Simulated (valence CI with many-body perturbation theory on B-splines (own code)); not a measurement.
Values are calculated unless marked as measured or tabulated.
# Hyperfine factors and g values of Ce²⁷⁺

Method: relativistic CI+MBPT: three valence electrons over a frozen Dirac-Fock core [Ar] 3d10, a basis of 11 s, 11 p, 9 d, 7 f, 5 g, 2 h, 1 i functions for each j, with the one-electron correlation potential Σ1, the two-electron term Σ2, the three-electron term Σ3, Breit, model QED; selected CI, second order for the rest (own B-spline code, finite nucleus).

No measured spectrum was set against this ion. As an estimate, large intervals hold to a few tenths of a per cent, small ones and those within an open d or f shell to about a per cent.

A/g_I is the dipole constant over the nuclear g factor μ/I (μ in nuclear magnetons, uniformly magnetised nucleus), B/Q the quadrupole constant per barn. Both hold the static response of the core; the bare values leave it out. Large factors of s and p1/2 electrons are usually good to 5 to 10 %; those of open d and f shells near neutrality can be off by tens of per cent, and small factors of p3/2, d and f electrons come from cancelling terms and can be off by a factor of two or in sign, in half-filled shells by more. B is blank for J = 1/2, where it vanishes, and for nearly pure S terms. Energies count from the lowest level.

Levels are named by their leading jj configuration (3d3/2^4 stands for four electrons in 3d with j = 3/2), which in mixed levels can hold well under half, so a name can repeat and another be missing. Letters in brackets count levels of one name in rising energy.

```csv
Level,E (eV),g,A/g_I (MHz),A/g_I bare,B/Q (MHz/b),B/Q bare
(4s^2 4p1/2) J=1/2,0.00,0.663,142000,137000,,
(4s^2 4p3/2) J=3/2,26.00,1.332,21500,20400,40700,38900
(4s 4p1/2^2) J=1/2,58.35,2.403,409000,392000,,
(4s 4p1/2 4p3/2) J=3/2 [a],77.07,1.691,115000,110000,33100,31600
(4s 4p1/2 4p3/2) J=5/2,82.24,1.416,131000,126000,11000,10600
(4s 4p1/2 4p3/2) J=3/2 [b],90.33,0.916,-5270,-5000,38100,36400
(4s 4p1/2 4p3/2) J=1/2,93.84,1.159,-83800,-80200,,
(4s 4p3/2^2) J=5/2,106.39,1.379,108000,104000,25500,24400
(4s 4p3/2^2) J=1/2,119.89,1.769,449000,430000,,
(4s 4p3/2^2) J=3/2,120.38,1.229,-51300,-49000,-25000,-23900
(4s^2 4d3/2) J=3/2,132.37,0.823,-390,-82.1,9590,9240
(4s^2 4d5/2) J=5/2,136.86,1.200,11000,10800,12600,12200
(4p1/2^2 4p3/2) J=3/2,151.21,1.343,17500,17000,36400,34700
(4p1/2 4p3/2^2) J=3/2,171.85,1.409,-8800,-8030,-2520,-2390
(4p1/2 4p3/2^2) J=5/2,172.50,1.185,55600,53300,-8780,-8360
(4s 4p1/2 4d3/2) J=3/2 [a],176.91,0.510,-41900,-40000,12800,12300
(4s 4p1/2 4d3/2) J=5/2,181.06,1.058,72100,69300,5130,4950
(4p1/2 4p3/2^2) J=1/2,181.53,0.663,137000,131000,,
(4s 4p1/2 4d5/2) J=5/2 [a],188.37,1.439,71900,69300,9480,9100
(4s 4p1/2 4d5/2) J=7/2,188.38,1.257,81800,78600,624,668
(4s 4p1/2 4d3/2) J=3/2 [b],188.59,1.346,62300,60100,6100,5830
(4s 4p1/2 4d3/2) J=1/2,188.85,0.346,-172000,-165000,,
(4s 4p1/2 4d5/2) J=5/2 [b],196.99,0.953,10900,10600,22800,21900
(4s 4p1/2 4d5/2) J=3/2,199.93,0.987,-36000,-34300,6040,5850
(4p3/2^3) J=3/2,201.28,1.294,17500,17000,-31300,-29900
(4s 4p3/2 4d5/2) J=9/2,206.41,1.332,61100,58800,49700,47500
(4s 4p3/2 4d3/2) J=1/2 [a],208.45,2.365,245000,235000,,
(4s 4p3/2 4d3/2) J=5/2 [a],208.46,1.289,74700,71700,4600,4380
(4s 4p3/2 4d3/2) J=3/2 [a],209.08,1.473,79900,76800,-9260,-8880
(4s 4p3/2 4d3/2) J=7/2,209.23,1.348,70300,67700,13500,12900
(4s 4p3/2 4d5/2) J=5/2 [a],214.64,1.321,92400,88800,-19200,-18300
(4s 4p3/2 4d3/2) J=3/2 [b],216.35,0.999,-26300,-25000,-17900,-17100
(4s 4p3/2 4d5/2) J=7/2 [a],220.89,1.145,-2580,-2270,49200,47100
(4s 4p3/2 4d3/2) J=5/2 [b],221.50,0.901,-23700,-22500,30600,29300
(4s 4p3/2 4d5/2) J=7/2 [b],222.78,1.194,48800,47000,26100,25000
(4s 4p3/2 4d3/2) J=1/2 [b],224.75,0.610,-22000,-20700,,
(4s 4p3/2 4d5/2) J=1/2,228.40,0.670,-65900,-62600,,
(4s 4p3/2 4d5/2) J=3/2,230.94,1.315,61900,59800,9210,8830
(4s 4p3/2 4d3/2) J=3/2 [c],231.19,1.040,46600,44700,-27500,-26300
(4s 4p3/2 4d5/2) J=5/2 [b],231.97,1.150,-32900,-31200,-20400,-19400
```
